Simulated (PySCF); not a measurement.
# Vertical excitation energies

Species: C6H13NO.
SMILES: `CN(C=O)C(C)(C)C`

The calculation used PySCF 2.14.0, density-fitted response routines, TDDFT wB97X-D/def2-SVPD, vertical, gas phase, core orbitals frozen in the response. One conformer (not necessarily the lowest) at the PBE0-D3(BJ)/def2-SVP geometry, without solvent, vibrations or thermal averaging. Torsions of this conformer, `[CH3:1][N:2]([CH:3]=[O:4])[C:5]([CH3:6])([CH3:7])[CH3:8]`: C1–N2–C3–O4 0°, C1–N2–C5–C6 0°.

Problem. List the vertical singlet excitations with oscillator strengths and describe the spectrum.

Solution. 

```csv
state,λ (nm),E (eV),f,symmetry,"main configurations (H = HOMO, L = LUMO)"
S1,218.4,5.68,0.0011,–,H-1→L+1 (93%)
S2,179.6,6.90,0.197,A′,H→L+1 (90%)
S3,178.4,6.95,0.0010,–,H→L (84%)
S4,164.2,7.55,0.041,A′,"H-1→L (59%), H-1→L+3 (25%)"
S5,158.1,7.84,0.012,A″,"H→L+2 (64%), H→L+5 (21%)"
S6,151.7,8.17,0.016,A″,"H→L+3 (61%), H→L+2 (12%), H→L+5 (11%)"
```

The lowest singlet comes at 218 nm (548 kJ/mol) in the ultraviolet; it is very weak; its leading configuration is HOMO-1→LUMO+1 (93%). The strongest level in the table is S2 at 6.90 eV (180 nm, f = 0.197). S1 has the pattern of n→π* at C=O. Orbital energies (eV): HOMO-3 -11.92, HOMO-2 -11.75, HOMO-1 -9.23, HOMO -8.82, LUMO 1.98, LUMO+1 2.42, LUMO+2 2.80. Of the 6 states listed, 4 reach f = 0.01 and none stays under 0.0005. Weighted by f, the mean energy of these states is 7.11 eV. Symmetry labels in Cs follow from the direction of the transition dipole and are given only for states with f of 0.002 or more. Singlets were solved by full linear response.

Hardware: one thread, Arm Neoverse V2, shared host. Cost: 85 s of wall time.
